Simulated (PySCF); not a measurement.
An equivalent PySCF input for As(2+) (arsenic, charge +2), [Ar] 3d10 4s2 4p1, 2P determinant, with no relativity, point nucleus:

```python
from pyscf import gto, scf, dft, mp, cc
import basis_set_exchange as bse
mol = gto.M(atom="As 0 0 0", charge=2, spin=1, symmetry="D2h",
            basis=gto.basis.parse(bse.get_basis("6-31G*", elements=["As"], fmt="nwchem", header=False)))
mf = dft.UKS(mol, xc="R2SCAN")
mf.irrep_nelec = {'Ag': (6, 6), 'B1g': (1, 1), 'B2g': (1, 1), 'B3g': (1, 1), 'B1u': (2, 2), 'B2u': (3, 2), 'B3u': (2, 2)}
mf.kernel()
```

It reaches the same state as the run whose output follows, with an energy that differs only through the grid. The run itself started from symmetry-adapted Hartree-Fock orbitals and held the occupation by maximum overlap, on a logarithmic radial grid, so the iterations belong to that start.

```
SCF conv_tol = 1e-09
number electrons alpha = 16  beta = 15
XC functionals = R2SCAN
    J. W. Furness, A. D. Kaplan, J. Ning, J. P. Perdew, and J. Sun.,  J. Phys. Chem. Lett. 11, 8208-8215 (2020)
    J. W. Furness, A. D. Kaplan, J. Ning, J. P. Perdew, and J. Sun.,  J. Phys. Chem. Lett. 11, 9248-9248 (2020)
    J. W. Furness, A. D. Kaplan, J. Ning, J. P. Perdew, and J. Sun.,  J. Phys. Chem. Lett. 11, 8208-8215 (2020)
    J. W. Furness, A. D. Kaplan, J. Ning, J. P. Perdew, and J. Sun.,  J. Phys. Chem. Lett. 11, 9248-9248 (2020)
cycle= 1 E= -2234.44240381814  delta_E= -0.00729  |g|= 0.0893  |ddm|= 0.15
cycle= 2 E= -2234.44263930546  delta_E= -0.000235  |g|= 0.0828  |ddm|= 0.0595
cycle= 3 E= -2234.44351351844  delta_E= -0.000874  |g|= 0.000837  |ddm|= 0.0196
cycle= 4 E= -2234.44351425516  delta_E= -7.37e-07  |g|= 9.92e-05  |ddm|= 0.00251
cycle= 5 E= -2234.44351425715  delta_E= -1.99e-09  |g|= 4.95e-06  |ddm|= 9.54e-05
cycle= 6 E= -2234.44351425717  delta_E= -2.05e-11  |g|= 5.15e-07  |ddm|= 1.87e-05
converged SCF energy = -2234.44351425717  <S^2> = 0.75410577  2S+1 = 2.0041016
```
